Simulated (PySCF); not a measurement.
Computed Raman spectrum (relative Raman activity) of a molecule CH7ClOSi2. The structure is a stationary point at PBE-D3(BJ)/def2-SVP. The values are those of a single conformer. Calculation: PBE-D3(BJ)/def2-SVP run with PySCF. Frequencies are harmonic and unscaled.

Lines under 2 % of the strongest are left out, and lines within 2 cm⁻¹ are merged.

ν (cm⁻¹): 476 (vw), 519 (w), 545 (w), 614 (vw), 706 (w), 715 (w), 756 (w), 833 (vw), 863 (w), 886 (w), 904 (w), 914 (w), 922 (w), 1094 (w), 1220 (vw), 1247 (vw), 1409 (w), 2160 (vs), 2172 (m), 2180 (vs), 2184 (s), 2230 (s), 2943 (s), 3009 (s) (against the strongest line: vs over 80 %, s over 45 %, m over 15 %, w over 4 %, vw less)

Which structure fits?
A) [SiH3]CO[SiH2]Cl
B) CO[Si@@H]([SiH3])Cl
C) O[C@@H]([SiH3])[SiH2]Cl
D) OC[SiH2][SiH2]Cl

A, [SiH3]CO[SiH2]Cl
